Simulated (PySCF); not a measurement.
C3H12SSi3.
Cartesian coordinates in Å at the GFN2-xTB level; atoms count from 1:
```
atom  x, y, z in Å
Si1    2.7911    0.4899    0.2870
C2     1.4356   -0.4754   -0.6403
C3     0.0396    0.1178   -0.4849
C4    -0.4595    0.1326    0.9830
Si5   -2.2699   -0.4852    0.7593
S6    -3.7554    1.0738    1.0237
Si7   -1.3968   -0.8423   -1.3697
H8     2.7007    1.9054   -0.0802
H9     2.6319    0.3527    1.7362
H10    4.0999   -0.0411   -0.0973
H11    1.4216   -1.5136   -0.2991
H12    1.6865   -0.5076   -1.7039
H13    0.0751    1.1481   -0.8553
H14    0.1076   -0.5862    1.5741
H15   -0.3191    1.1017    1.4600
H16   -2.7451   -1.4430    1.7545
H17   -3.1561    1.9798    0.2666
H18   -1.0215   -2.2133   -1.7290
H19   -1.8757   -0.1846   -2.5920
```

NICS = −σ at a ghost point: NICS(0) at the centroid of the ring atoms, NICS(1) 1 Å to either side along the normal of their mean plane, zz for the tensor component along that normal. Level: GIAO PBE0/pcSseg-1 (PySCF, non-relativistic, gas phase) on the GFN2-xTB geometry, one conformer.

Ring bond lengths (Å), with Mayer bond orders in brackets: C3–C4 1.550 (0.97), C4–Si5 1.926 (0.87), Si5–Si7 2.329 (0.88), Si7–C3 1.941 (0.87).

**Question.** Give the NICS values of each ring in ppm.

**Answer.** 
```json
{"ring": "C3–C4–Si5–Si7", "type": "4-membered ring with 2 Si; formal bonds all single", "NICS(0)": "0.5", "NICS(1), two faces": "-1.1 / -0.8", "NICS(1)zz, two faces": "5.5 / 5.5", "rms pucker (Å)": "0.07", "centre to ring atoms, mean (Å)": "1.36"}
```

**Question.** What do they say, and how far can they be read as aromaticity?

**Answer.** 
- C3–C4–Si5–Si7: mean NICS(1)zz 5.5 ppm, deshielded. C3, C4, Si5, Si7 have four or more neighbours, so the value isn't read as a sign of a π ring current.

**Question.** Give the inner angles of the rings and the Hirshfeld charges of the ring atoms.

**Answer.** 
- C3–C4–Si5–Si7: C3 101.4° (-0.106 e), C4 100.9° (-0.166 e), Si5 78.6° (+0.249 e), Si7 77.6° (+0.238 e); sum 358.6° against 360° for a flat convex ring.

**Question.** How shielded are the nuclei of the rings and their hydrogens (means over atoms taken as equivalent)?

**Answer.** 
```json
{"atoms": "C3", "environment": "sp3 carbon bound to silicon", "σ isotropic (ppm)": "163.7", "principal values of the symmetric part, first atom (ppm)": "147.7, 169.3, 174.1"}
{"atoms": "C4", "environment": "sp3 carbon bound to silicon", "σ isotropic (ppm)": "152.8", "principal values of the symmetric part, first atom (ppm)": "126.8, 154.4, 177.1"}
{"atoms": "Si5", "environment": "SiH silicon", "σ isotropic (ppm)": "359.6", "principal values of the symmetric part, first atom (ppm)": "269.5, 391.6, 417.7"}
{"atoms": "Si7", "environment": "SiH2 silicon", "σ isotropic (ppm)": "373.9", "principal values of the symmetric part, first atom (ppm)": "304.8, 347.3, 469.7"}
{"atoms": "H13", "environment": "methine hydrogen", "σ isotropic (ppm)": "29.76", "principal values of the symmetric part, first atom (ppm)": "26.2, 29.9, 33.1"}
{"atoms": "H14", "environment": "methylene hydrogen", "σ isotropic (ppm)": "30.27", "principal values of the symmetric part, first atom (ppm)": "25.9, 31.3, 33.6"}
{"atoms": "H15", "environment": "methylene hydrogen", "σ isotropic (ppm)": "29.75", "principal values of the symmetric part, first atom (ppm)": "25.2, 29.4, 34.7"}
{"atoms": "H16", "environment": "Si–H hydrogen", "σ isotropic (ppm)": "26.29", "principal values of the symmetric part, first atom (ppm)": "22.3, 25.2, 31.3"}
{"atoms": "H18", "environment": "Si–H hydrogen", "σ isotropic (ppm)": "27.17", "principal values of the symmetric part, first atom (ppm)": "24.1, 26.1, 31.4"}
{"atoms": "H19", "environment": "Si–H hydrogen", "σ isotropic (ppm)": "26.88", "principal values of the symmetric part, first atom (ppm)": "23.9, 24.6, 32.1"}
```

The run took 44 s of wall time on one thread of an Arm Neoverse V1, no GPU (shared host), and the process peaked at 1.0 GiB of memory. This is the whole shielding run at PBE0/pcSseg-1, SCF included.
